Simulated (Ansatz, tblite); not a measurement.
Cost and result up the ladder for ZnCu3 (4 atoms). Total charge 0; doublet. Geometry: B3LYP-D4/def2-SVP.

Cartesian coordinates in Å:
```
Cu -0.495 -0.448 1.032
Cu 0.536 0.471 -1.000
Cu 1.491 0.796 1.117
Zn -1.532 -0.819 -1.148
```

Ansatz on 4 threads of Intel Xeon on a shared host; xTB runs through tblite on one thread. Times are rough, summed over both states, and most runs start from the orbitals of an earlier one. B2PLYP/def2-TZVP serves as the yardstick here, not as an exact answer. Differences are given only for rows in sets of like size (and for xTB, whose basis is part of the method), since another set adds its own error. The other state is a quartet at its own geometry, which has other bonds, so the gap mixes isomer and spin.

The 6-31G sets use Cartesian d functions. The xTB rows come from tblite. LC-ωPBE has ω = 0.4 bohr⁻¹. B3LYP takes the VWN-RPA correlation. Correlated methods freeze 36 core orbitals. The rows differ in basis, and correlated rows in double-zeta sets carry the largest basis error. The structure comes from a short search, and lower isomers may exist.

Correlated methods converge slowly with the basis, most of all in double-zeta sets (MP2 moves by 0.02 eV from def2-SVP to def2-TZVP here).

xTB has no spin-polarisation term.

```
                          level  functions  wall time
                       GFN2-xTB         31    0.015 s
                       GFN1-xTB         31    0.016 s
          LDA (SPW92)/def2-TZVP        183      6.5 s
                       HF/6-31G        116      9.3 s
 PBE-D4/def2-TZVP (with forces)        183       11 s
                 B3LYP-D4/6-31G        116       12 s
                   HF/def2-TZVP        183       18 s
              LC-ωPBE/def2-TZVP        183       20 s
            r2SCAN-D4/def2-TZVP        183       20 s
                  MP2/def2-TZVP        183       22 s
PBE0-D4/def2-TZVP (with forces)        183       25 s
               B2PLYP/def2-TZVP        183       25 s
              ωB97X-V/def2-TZVP        183       39 s
               CCSD(T)/def2-SVP        124       73 s
```

Problem. Estimate what each level gives for the quartet − doublet (eV).

Solution. 
| level | quartet − doublet (eV) | difference from B2PLYP/def2-TZVP (eV) | remarks |
| --- | --- | --- | --- |
| GFN2-xTB | 4.69 | 3.68 | – |
| GFN1-xTB | 2.03 | 1.02 | – |
| LDA (SPW92)/def2-TZVP | 0.94 | -0.08 | – |
| HF/6-31G | 0.30 | – | spin-contaminated (⟨S²⟩ 0.83) (doublet) |
| PBE-D4/def2-TZVP (with forces) | 0.91 | -0.10 | – |
| B3LYP-D4/6-31G | 0.80 | – | – |
| HF/def2-TZVP | 0.41 | -0.61 | spin-contaminated (⟨S²⟩ 0.84) (doublet) |
| LC-ωPBE/def2-TZVP | 0.63 | -0.38 | – |
| r2SCAN-D4/def2-TZVP | 0.70 | -0.31 | – |
| MP2/def2-TZVP | 0.74 | -0.28 | spin-contaminated (⟨S²⟩ 0.84) (doublet) |
| PBE0-D4/def2-TZVP (with forces) | 0.85 | -0.16 | – |
| B2PLYP/def2-TZVP | 1.02 | 0.00 | – |
| ωB97X-V/def2-TZVP | 0.99 | -0.03 | – |
| CCSD(T)/def2-SVP | 0.84 | – | – |
